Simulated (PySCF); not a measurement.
# How methods differ on the ionisation energy of In²⁺

In²⁺ [Kr] 4d10 5s1 (2S) → In³⁺ [Kr] 4d10 (1S), as a difference of total energies. Computed with PySCF 2.14 in x2c-SVPall, with the spin-free X2C one-electron Hamiltonian (Gaussian nucleus). The calculations carry no spin-orbit coupling.

| method | ionisation energy (eV) | error (eV) |
| --- | --- | --- |
| UHF | 26.719 | -1.325 |
| M06-L | 27.556 | -0.488 |
| B3LYP | 28.587 | +0.543 |

Reference: 28.044 eV (measured; NIST Atomic Spectra Database, ionization energies).
